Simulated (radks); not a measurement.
Values are calculated unless marked as measured or tabulated.
Task: All-electron atom: the phosphorus ion P5+ in [Ne]. Code: a radial shooting solver on a logarithmic mesh with Libxc functionals. Model: non-relativistic Kohn-Sham, exchange-only B88, spin-polarised, spherical densities, point nucleus. Some entries of the table are withheld. Estimate them.

orbital  occ.  eigenvalue (eV)  <1/r> (bohr^-1)
1s          2        -2156.598            14.57
2s          2        -246.6021              (1)
2p          6        -198.5143              (2)

Result: 
(1) 2s <1/r> (bohr^-1): 2.826
(2) 2p <1/r> (bohr^-1): 2.733
